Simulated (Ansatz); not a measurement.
Consider the redistribution: `[NH2][GeH2][SiH2]F` + `[SiH3][SnH3]` → `F[SiH2][GeH2][SiH3]` + `[NH2][SnH3]`.

Isolated molecules relaxed with PBE0-D4/def2-TZVP in Ansatz; ΔE leaves out vibrations. CBS: MP2 limit from def2 TZ/QZ plus the TZ coupled-cluster correction, frozen cores. DFT in def2-TZVPP. B3LYP here is the variant with VWN-RPA as its local correlation; programs differ in this. Elements past krypton have def2 core potentials. For Ge, Sn outer-core shells are correlated without core-valence functions, which leaves a few kJ/mol of doubt a bond. Scalar relativity is left out up to krypton. Each species was taken in one conformer, which may not be the lowest.

Problem. Is it downhill or uphill in electronic energy at CCSD(T)/CBS, and by how much? (Estimate.)

Solution. Computed: Uphill: ΔE = +5.4 kJ/mol.

Problem. What do these levels give: ωB97X-V, ωB97M-V, PBE, r2SCAN, B3LYP, HF/def2-TZVPP, CCSD/def2-TZVPP, CCSD(T)/def2-TZVPP, HF/def2-QZVPP, MP2/def2-QZVPP, SCS-MP2/def2-QZVPP, HF/CBS(def2)? (An estimate is asked.)

Solution. Ansatz gave: ωB97X-V 8.4, ωB97M-V 8.1, PBE 7.0, r2SCAN 6.4, B3LYP 9.0, HF/def2-TZVPP 15.0, CCSD/def2-TZVPP 8.9, CCSD(T)/def2-TZVPP 7.4, HF/def2-QZVPP 14.6, MP2/def2-QZVPP 6.4, SCS-MP2/def2-QZVPP 7.4, HF/CBS(def2) 14.6 kJ/mol.

Largest T1 diagnostic among the species: 0.013.

In def2-TZVPP, CCSD(T) changes the Hartree–Fock value by −7.7 kJ/mol (the triples alone add −1.6 kJ/mol) and MP2 by −7.4 kJ/mol.
